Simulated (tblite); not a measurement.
Compound: C8H10FOP.
Numbering: `[CH2:1]=[CH:2][C:3]1=[C:4]([CH3:5])[P@@H:6](=[O:7])[C:8]([CH3:9])=[C:10]1[F:11]` (hydrogens: H12, H13 on C1; H14 on C2; H15, H16, H17 on C5; H18 on P6; H19, H20, H21 on C9)

Computed with GFN2-xTB (tblite), gas phase: L-BFGS steps from a force-field or distance-geometry start until the largest atomic force falls under 0.01 eV/Å.

Step 68: E = -912.5380 eV
```
atom  x, y, z in Å  |  force x, y, z in eV/Å
C1      2.5900    1.7541   -0.4473    0.001   0.017   0.010
C2      2.1740    0.5915    0.0418    0.010  -0.003  -0.012
C3      0.7943    0.1473    0.1229   -0.006  -0.004  -0.016
C4      0.4057   -1.1463    0.2167    0.001  -0.007   0.004
C5      1.2130   -2.3929    0.2473    0.007  -0.007   0.010
P6     -1.4086   -1.2344    0.2483   -0.013   0.013  -0.004
O7     -2.0818   -1.9780    1.3130    0.007  -0.003  -0.007
C8     -1.5868    0.5678    0.1906   -0.021   0.016   0.012
C9     -2.8837    1.2933    0.2392   -0.006   0.006  -0.003
C10    -0.3490    1.0756    0.1327   -0.020   0.005   0.035
F11    -0.1311    2.4015    0.1390    0.004   0.003  -0.022
H12     1.9156    2.4963   -0.8324    0.014   0.043  -0.027
H13     3.6373    1.9998   -0.4788    0.015  -0.005  -0.006
H14     2.9036   -0.1261    0.3906    0.013  -0.024   0.025
H15     2.2830   -2.2055    0.2189    0.000   0.025   0.010
H16     0.9484   -3.0298   -0.5984   -0.002   0.012   0.013
H17     0.9676   -2.9436    1.1568    0.002  -0.033  -0.014
H18    -1.7450   -1.6567   -1.0392   -0.027  -0.035  -0.019
H19    -3.4069    1.2005   -0.7139    0.000  -0.006   0.010
H20    -2.7335    2.3502    0.4513    0.021  -0.008   0.009
H21    -3.5150    0.8524    1.0106   -0.001  -0.006  -0.009
```

Step 69: E = -912.5384 eV
```
atom  x, y, z in Å  |  force x, y, z in eV/Å
C1      2.5898    1.7528   -0.4513    0.001   0.024   0.013
C2      2.1729    0.5909    0.0381    0.017  -0.012  -0.020
C3      0.7936    0.1476    0.1220   -0.012   0.003   0.001
C4      0.4056   -1.1459    0.2209   -0.002  -0.006  -0.013
C5      1.2143   -2.3916    0.2507    0.009  -0.013   0.017
P6     -1.4091   -1.2332    0.2508   -0.003  -0.015  -0.013
O7     -2.0836   -1.9755    1.3155    0.004   0.001  -0.003
C8     -1.5871    0.5684    0.1896   -0.029  -0.001   0.018
C9     -2.8840    1.2931    0.2396   -0.034   0.018   0.003
C10    -0.3493    1.0759    0.1318   -0.031   0.010   0.032
F11    -0.1340    2.4021    0.1377    0.020   0.008  -0.023
H12     1.9154    2.4983   -0.8295    0.013   0.047  -0.035
H13     3.6377    1.9937   -0.4884    0.020   0.005  -0.004
H14     2.9026   -0.1287    0.3819    0.020  -0.032   0.026
H15     2.2848   -2.2030    0.2375   -0.014   0.026   0.011
H16     0.9624   -3.0226   -0.6037   -0.004   0.019   0.020
H17     0.9581   -2.9495    1.1530    0.004  -0.034  -0.021
H18    -1.7429   -1.6597   -1.0365   -0.025  -0.029  -0.013
H19    -3.3991    1.2192   -0.7205    0.013  -0.003   0.033
H20    -2.7338    2.3461    0.4730    0.011  -0.022   0.002
H21    -3.5233    0.8384    0.9978    0.021   0.007  -0.032
```

**Question.** Estimate the geometry and energy of step 70. (The exact step hangs on the optimiser's Hessian estimate; all steps are aligned on step 69, rigid shifts and turns removed.)

**Answer.** E = -912.5390 eV, largest force 0.062 eV/Å
```
atom  x, y, z in Å  |  force x, y, z in eV/Å
C1      2.5913    1.7507   -0.4527    0.003   0.021   0.016
C2      2.1708    0.5906    0.0376    0.019  -0.017  -0.028
C3      0.7917    0.1480    0.1202   -0.019   0.014   0.031
C4      0.4046   -1.1455    0.2244   -0.008  -0.004  -0.040
C5      1.2169   -2.3893    0.2517   -0.001  -0.001   0.022
P6     -1.4110   -1.2321    0.2512    0.014  -0.056  -0.023
O7     -2.0855   -1.9737    1.3163   -0.004   0.006   0.006
C8     -1.5888    0.5690    0.1877   -0.029  -0.032   0.020
C9     -2.8851    1.2933    0.2406   -0.026   0.013   0.009
C10    -0.3511    1.0763    0.1305   -0.039   0.013   0.013
F11    -0.1382    2.4027    0.1324    0.040   0.010  -0.019
H12     1.9208    2.5006   -0.8288    0.007   0.042  -0.041
H13     3.6407    1.9843   -0.4922    0.026   0.019   0.001
H14     2.8984   -0.1303    0.3823    0.029  -0.034   0.022
H15     2.2864   -2.1969    0.2459   -0.004   0.029   0.012
H16     0.9734   -3.0168   -0.6070   -0.013   0.015   0.002
H17     0.9578   -2.9536    1.1484   -0.003  -0.039  -0.002
H18    -1.7438   -1.6654   -1.0353   -0.016  -0.010   0.002
H19    -3.3992    1.2284   -0.7195    0.005  -0.004   0.000
H20    -2.7325    2.3425    0.4832    0.006   0.022   0.007
H21    -3.5266    0.8342    0.9930    0.012  -0.009  -0.009
```

The energy changes by -0.0005 eV. The first-order estimate −F·Δx gives -0.0010 eV and the mean of the old and new forces, exact on a quadratic surface, -0.0006 eV. The step makes an angle of 78° with the force vector and moves no atom by more than 0.013 Å.

The cost below is that of the whole relaxation. Hardware: an Arm Neoverse V2 with one thread, no GPU, shared host with 32 logical CPUs at a one-minute load of 17. Cost: 1.3 s wall.
